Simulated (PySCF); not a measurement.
**Where the electron goes**

Species: C2H7B2N.
Atom-mapped SMILES: `[BH2:1][N:2]([BH2:3])[CH:4]=[CH2:5]` (hydrogens: H6, H7 on B1; H8, H9 on B3; H10 on C4; H11, H12 on C5)

Structure used (PBE0-D3(BJ)/def2-SVP), in Å, numbered top down from 1:
```
atom  x, y, z in Å
B1     0.2743    1.6353    0.5860
N2     0.0150    0.2792    0.2099
B3     1.0928   -0.5154   -0.3020
C4    -1.2786   -0.2557    0.4507
C5    -1.8010   -1.3493   -0.1036
H6    -0.5941    2.2609    1.1475
H7     1.3507    2.1168    0.3464
H8     2.1373    0.0278   -0.5520
H9     0.9501   -1.7029   -0.4536
H10   -1.8710    0.3441    1.1480
H11   -1.2580   -1.9635   -0.8247
H12   -2.8133   -1.6542    0.1659
```

The calculation used PySCF, TDDFT PBE0/def2-SVPD, vertical, gas phase, core orbitals frozen in the response.

Kohn–Sham orbitals with the atoms that hold most of them (Löwdin shares over 4%, at most four atoms; ? is withheld):

```tsv
orbital	ε (eV)	atoms
LUMO+2	0.81	B1 30%, B3 24%, C5 10%, C4 10%
LUMO+1	-0.70	B1 26%, C5 18%, C4 14%, N2 12%
LUMO	-1.47	?
HOMO	?	C5 36%, C4 29%, N2 17%, B1 4%
HOMO-1	-9.08	?
HOMO-2	-9.79	B1 21%, B3 18%, N2 13%, H7 13%
HOMO-3	-10.31	C4 18%, N2 18%, C5 14%, B3 12%
```

Q: Which atoms hold the LUMO, and with what shares?

A: B3 (bonded to N and 2 H) 36%; B1 (bonded to N and 2 H) 25%; N2 (bonded to 2 B and C) 14%; H9 (bonded to B) 6%. By element: boron 61%, nitrogen 14%, hydrogen 6% or more.

Q: Give the leading atoms of the HOMO-1.

A: B3 (bonded to N and 2 H) 25%; B1 (bonded to N and 2 H) 22%; H9 (bonded to B) 14%; H6 (bonded to B) 12%. By element: boron 46%, hydrogen 26% or more.

Q: What is the HOMO energy, and the HOMO–LUMO gap?

A: ε(HOMO) = -7.38 eV; the gap is 5.91 eV (0.2171 hartree).

Q: How does S1 compare with the orbital gap of 5.91 eV?

A: S1 is at 4.84 eV (f = 0.033), 1.06 eV below the gap, made of HOMO→LUMO (99%). Without the coupling terms of the response equations the lowest excitation would equal the gap.

Q: Give energy, strength and leading configuration of S1, S2 and S3, and follow the Löwdin shares of the leading atoms from the occupied to the empty orbital.

A: 
- S1 (4.84 eV, f 0.033), HOMO→LUMO (99%): C5 36% → at most 7%, C4 29% → at most 7%, B3 at most 5% → 36%, B1 4% → 25%
- S2 (5.89 eV, f 0.0043), HOMO-1→LUMO (95%): B3 25% → 36%, B1 22% → 25%
- S3 (5.96 eV, f 0.285), HOMO→LUMO+1 (93%): C5 36% → 18%, C4 29% → 14%, B1 4% → 26%

Löwdin shares depend on the basis, the more so with diffuse functions.
